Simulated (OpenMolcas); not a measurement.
## OpenMolcas run: Mo III

Input:

```
&GATEWAY
Coord
1

Mo 0.0 0.0 0.0
Basis=ANO-RCC-VTZP
Group=XYZ
NoMove
AngMom=0.0 0.0 0.0
AMFI
&SEWARD
* reference wave functions (RASSCF and RASSI steps not shown): 10 electrons in 8 orbitals (RAS1 4p, at most 2 holes; RAS2 4d)
>>> COPY JOB001 $Project.JobIph
&CASPT2
Multistate=5 1 2 3 4 5
Frozen=8 6
IPEA=0.25
Imaginary=0.1
MaxIter=60
WThr=0.0 0.3 0.05
PrWF=0.5
NoMix
>>> COPY JOB002 $Project.JobIph
&CASPT2
Multistate=45 1 2 3 4 5 6 7 8 9 10 11 12 13 14 15 16 17 18 19 20 21 22
23 24 25 26 27 28 29 30 31 32 33 34 35 36 37 38 39 40 41 42 43 44 45
Frozen=8 6
IPEA=0.25
Imaginary=0.1
MaxIter=60
WThr=0.0 0.3 0.05
PrWF=0.5
NoMix
>>> COPY JOB003 $Project.JobIph
&CASPT2
Multistate=50 1 2 3 4 5 6 7 8 9 10 11 12 13 14 15 16 17 18 19 20 21 22
23 24 25 26 27 28 29 30 31 32 33 34 35 36 37 38 39 40 41 42 43 44 45 46
47 48 49 50
Frozen=8 6
IPEA=0.25
Imaginary=0.1
MaxIter=60
WThr=0.0 0.3 0.05
PrWF=0.5
NoMix
```

Launched by
```bash
OMP_NUM_THREADS=1 MOLCAS_MEM=1689 MOLCAS_PROJECT=a pymolcas a.inp > a.log  # once for each step of the input, in one work folder
```

Output, cut to the results:

```
--- CASPT2 ---
Orbital specifications:
      -----------------------

      Symmetry species                           1   2
                                                ag  au
      Frozen orbitals                            8   6
      Inactive orbitals                          1   0
      Active orbitals                            5   3
      Secondary orbitals                        22  23
      Deleted orbitals                           0   0
      Number of basis functions                 36  32
Type of calculation                        MS-CASPT2
      Fock operator                              state-specific
      IPEA shift                                 0.25
      Real shift                                 0.00
      Imaginary shift                            0.10
      The input orbitals will be transformed to quasi-canonical
Reference energy:       -4044.9382943764
      E2 (Non-variational):      -0.3011375926
      Shift correction:          -0.0001440549
      E2 (Variational):          -0.3012816475
      Total energy:           -4045.2395760240
      Residual norm:              0.0000009317
      Reference weight:           0.94440
      Contributions to the CASPT2 correlation energy
      Active & Virtual Only:         -0.2406966315
      One Inactive Excited:          -0.0550915567
      Two Inactive Excited:          -0.0053494044
Reference energy:       -4044.9382943764
      E2 (Non-variational):      -0.3012767428
      Shift correction:          -0.0001444383
      E2 (Variational):          -0.3014211811
      Total energy:           -4045.2397155575
      Residual norm:              0.0000007910
      Reference weight:           0.94433
      Contributions to the CASPT2 correlation energy
      Active & Virtual Only:         -0.2408454148
      One Inactive Excited:          -0.0550818750
      Two Inactive Excited:          -0.0053494529
::    CASPT2 Root  1     Total energy:  -4045.23957602
::    CASPT2 Root  2     Total energy:  -4045.23971556
::    CASPT2 Root  3     Total energy:  -4045.23975173
::    CASPT2 Root  4     Total energy:  -4045.23974066
::    CASPT2 Root  5     Total energy:  -4045.23954077
::    MS-CASPT2 Root  1     Total energy:  -4045.23991098
::    MS-CASPT2 Root  2     Total energy:  -4045.23971811
::    MS-CASPT2 Root  3     Total energy:  -4045.23966730
::    MS-CASPT2 Root  4     Total energy:  -4045.23952131
::    MS-CASPT2 Root  5     Total energy:  -4045.23950703
--- CASPT2 ---
Orbital specifications:
      -----------------------

      Symmetry species                           1   2
                                                ag  au
      Frozen orbitals                            8   6
      Inactive orbitals                          1   0
      Active orbitals                            5   3
      Secondary orbitals                        22  23
      Deleted orbitals                           0   0
      Number of basis functions                 36  32
Type of calculation                        MS-CASPT2
      Fock operator                              state-specific
      IPEA shift                                 0.25
      Real shift                                 0.00
      Imaginary shift                            0.10
      The input orbitals will be transformed to quasi-canonical
Reference energy:       -4044.8684385667
      E2 (Non-variational):      -0.3091751175
      Shift correction:          -0.0005340252
      E2 (Variational):          -0.3097091426
      Total energy:           -4045.1781477093
      Residual norm:              0.0000004240
      Reference weight:           0.93210
      Contributions to the CASPT2 correlation energy
      Active & Virtual Only:         -0.2490965869
      One Inactive Excited:          -0.0543432138
      Two Inactive Excited:          -0.0057353168
Reference energy:       -4044.8684385667
      E2 (Non-variational):      -0.3092186001
      Shift correction:          -0.0005432442
      E2 (Variational):          -0.3097618443
      Total energy:           -4045.1782004110
      Residual norm:              0.0000004223
      Reference weight:           0.93189
      Contributions to the CASPT2 correlation energy
      Active & Virtual Only:         -0.2491415812
      One Inactive Excited:          -0.0543417022
      Two Inactive Excited:          -0.0057353167
::    CASPT2 Root  1     Total energy:  -4045.17814771
::    CASPT2 Root  2     Total energy:  -4045.17820041
::    CASPT2 Root  3     Total energy:  -4045.17816306
::    CASPT2 Root  4     Total energy:  -4045.17891084
::    CASPT2 Root  5     Total energy:  -4045.17914509
::    CASPT2 Root  6     Total energy:  -4045.17903570
::    CASPT2 Root  7     Total energy:  -4045.17897497
::    CASPT2 Root  8     Total energy:  -4045.17903382
::    CASPT2 Root  9     Total energy:  -4045.17893914
::    CASPT2 Root 10     Total energy:  -4045.17901532
::    CASPT2 Root 11     Total energy:  -4045.17892251
::    CASPT2 Root 12     Total energy:  -4045.17911407
::    CASPT2 Root 13     Total energy:  -4045.17896773
::    CASPT2 Root 14     Total energy:  -4045.17922363
::    CASPT2 Root 15     Total energy:  -4045.17311085
::    CASPT2 Root 16     Total energy:  -4045.17297545
::    CASPT2 Root 17     Total energy:  -4045.17332616
::    CASPT2 Root 18     Total energy:  -4045.17330531
::    CASPT2 Root 19     Total energy:  -4045.17328951
::    CASPT2 Root 20     Total energy:  -4045.17256266
::    CASPT2 Root 21     Total energy:  -4045.17308777
::    CASPT2 Root 22     Total energy:  -4045.16635036
::    CASPT2 Root 23     Total energy:  -4045.16629684
::    CASPT2 Root 24     Total energy:  -4045.16617304
::    CASPT2 Root 25     Total energy:  -4045.16656291
::    CASPT2 Root 26     Total energy:  -4045.16622293
::    CASPT2 Root 27     Total energy:  -4045.16629731
::    CASPT2 Root 28     Total energy:  -4045.16626864
::    CASPT2 Root 29     Total energy:  -4045.16632338
...
```

Levels above the lowest, from the spin-orbit matrix with the single-state CASPT2 energies, averaged by term, on its diagonal:

| Configuration | Term | J | E (cm-1) | Measured (cm-1) | Term weight % | Second |
| --- | --- | --- | --- | --- | --- | --- |
| 4d4 | 5D | 0 | 0.0 | 0.0 | 98 |  |
| 4d4 | 5D | 1 | 245 | 242 | 99 |  |
| 4d4 | 5D | 2 | 682 | 668 | 99 |  |
| 4d4 | 5D | 3 | 1253 | 1224 | 100 |  |
| 4d4 | 5D | 4 | 1921 | 1872 | 99 |  |
| 4d4 | 3P(1) | 0 | 12560 | 11149 | 95 | 3 1S(1) |
| 4d4 | 3H | 4 | 13790 | 12680 | 88 | 6 3G |
| 4d4 | 3P(1) | 1 | 13860 | 12510 | 98 |  |
| 4d4 | 3H | 5 | 14360 | 13276 | 94 | 6 3G |
| 4d4 | 3H | 6 | 14870 | 13811 | 98 | 2 1I |
| 4d4 | 3F(1) | 3 | 15400 | 13948 | 74 | 26 3G |
| 4d4 | 3F(1) | 2 | 15460 | 13929 | 98 |  |
| 4d4 | 3F(1) | 4 | 15750 | 14296 | 76 | 14 3G |
| 4d4 | 3P(1) | 2 | 15800 | 14358 | 97 |  |
| 4d4 | 3G | 3 | 17310 | 15871 | 74 | 26 3F(1) |
| 4d4 | 3G | 4 | 17720 | 16283 | 78 | 15 3F(1) |
| 4d4 | 3G | 5 | 18080 | 16714 | 94 | 6 3H |
| 4d4 | 1I | 6 | 21110 | 20290 | 98 | 2 3H |
| 4d4 | 3D | 3 | 21120 | 19488 | 98 |  |
| 4d4 | 3D | 2 | 21210 | 19577 | 92 | 6 1D(1) |
| 4d4 | 3D | 1 | 21550 |  | 99 |  |
| 4d4 | 1G(1) | 4 | 22390 | 20612 | 92 | 5 3F(1) |
| 4d4 | 1S(1) | 0 | 24880 | 22990 | 97 | 3 3P(1) |
| 4d4 | 1D(1) | 2 | 25250 | 22806 | 91 | 6 3D |

Against the 22 measured excited levels shown (Sugar and Musgrove, J. Phys. Chem. Ref. Data 17, 155 (1988)) the mean absolute deviation is 1200 cm-1; the largest miss in energy is 4d4 1D2(1): computed 25250, measured 22806 cm-1 (+10.7 %).

CASPT2 does not keep the components of a term degenerate, so their means are used; among the terms shown or strongly mixed into the levels shown the widest spread is 180 cm-1 (4d4 1G(1)). Active for correlation alone: 4p; no level in the range computed is led by a configuration that opens it, so any true level of that kind is missing. Computed and measured levels are paired by configuration, term and J; levels that our copy of the source lacks, or whose pairing is in doubt (as where it misses far off the trend of its configuration), stay unpaired and out of the deviations. Levels of configurations outside the active space are missing. The first state left out of the spin-orbit step lies near 590000 cm-1 above the lowest spin-free state of the reference (among the parities and spins computed), and the list stops at four fifths of that energy or lower. The table shows the lowest 24 of 34 levels.

The CASPT2 steps took 58 s on 1 thread of AMD EPYC 9R45 96-Core Processor (Zen 5) (shared host); the integral step is not counted.

The term weight is that of the spin-free term in the level, not the purity of its configuration. A number in round brackets counts repeated terms of one configuration in the order of the reference energies.
